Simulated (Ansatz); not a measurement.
Cartesian coordinates in Å:
```
B 0.506 0.669 1.361
C -0.526 -0.140 0.606
Sn 2.088 1.165 -0.188
N -1.299 -0.756 0.002
C -2.184 -1.494 -0.804
H 1.008 -0.017 2.216
H 0.010 1.697 1.746
H 2.811 -0.227 -0.895
H 3.358 2.081 0.507
H 1.483 2.083 -1.512
H -3.155 -0.997 -0.831
H -2.309 -2.495 -0.390
H -1.789 -1.569 -1.819
```

Charge 0, multiplicity 1. Sn takes the def2 core potential. The bonds changed during the relaxation, so this is another structure than the one it started from.

Q: List the PBE0/def2-TZVPP orbital energies in eV (Ansatz). (Estimate.)

A: Ansatz gave: Occupied: -393.56, -280.89, -280.78, -183.14, -138.95, -93.57, -93.56, -93.54, -28.08, -27.35, -27.35, -27.27, -27.21, -27.21, -22.73, -17.08, -15.80, -14.28, -14.28, -13.33, -11.22, -11.17, -10.42, -8.99, -8.24, -8.05, -6.78. Lowest empty: -0.56, -0.41, 0.36, 1.32, 1.42, 1.62, 1.90, 2.10.
